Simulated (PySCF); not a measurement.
These are PBE-D3(BJ)/def2-TZVP // PBE0-D4/def2-SVP (PySCF) values and carry that method's errors. Gas-phase values, no solvent. One relaxed conformer stands for a flexible species; it need not be the lowest. Excitations are Tamm–Dancoff values on a coarser integration grid. The basis has no diffuse functions, so Rydberg states are missing or too high.

Reference species (SMILES): `[NH2][Sn]([NH2])([NH2])[NH2]` (neutral, multiplicity 1).

```yaml
HOMO–LUMO gap: 4.40 eV
brightest of the four lowest singlets (TDA): 4.90 eV
T1 excitation (TDA): 4.22 eV
LUMO: -1.30 eV
```

Changed species: `C[O][Sn]([NH2])([O]C)[O]C` (3 of 4 NH2 replaced by OCH3; the reference has 0 of 4 NH2 replaced by OCH3).

Problem. What does the change do to the HOMO–LUMO gap, brightest of the four lowest singlets (TDA), T1 excitation (TDA) and LUMO?

Solution. the HOMO–LUMO gap drops by 0.52 eV, to 3.88 eV; the brightest of the four lowest singlets (TDA) decreases by 0.24 eV, to 4.66 eV; the T1 excitation (TDA) falls by 0.50 eV, to 3.72 eV; the LUMO falls by 0.96 eV, to -2.26 eV.
